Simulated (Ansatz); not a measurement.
Gas-phase electronic energies from Ansatz, PBE0-D4/def2-TZVP geometries. CBS: MP2 limit from def2 TZ/QZ plus the TZ coupled-cluster correction, frozen cores. DFT in def2-TZVPP. One conformer a species, not always the lowest.

Reaction (isomerisation): `C[Si](S)(Cl)Cl` → `CS[SiH](Cl)Cl`

| species | CAM-B3LYP-D4 energy (Eh) |
| --- | --- |
| `C[Si](S)(Cl)Cl` | -1648.85114 |
| `CS[SiH](Cl)Cl` | -1648.82681 |

Problem. Work out ΔE.

Solution. ΔE = (-1648.82681) − (-1648.85114) = 0.02433 Eh = +63.9 kJ/mol. CCSD(T)/CBS gives +63.4 kJ/mol.

Largest T1 diagnostic among the species: 0.010.

In def2-TZVPP, CCSD(T) changes the Hartree–Fock value by +4.2 kJ/mol (the triples alone add −0.6 kJ/mol) and MP2 by +5.3 kJ/mol. At CCSD(T), def2-SVP lies −3.1 kJ/mol from the extrapolated value and def2-TZVPP +1.8 kJ/mol. From BLYP to BHLYP (50 % exact exchange), in def2-TZVPP and without D4, ΔE moves by +4.3 kJ/mol.
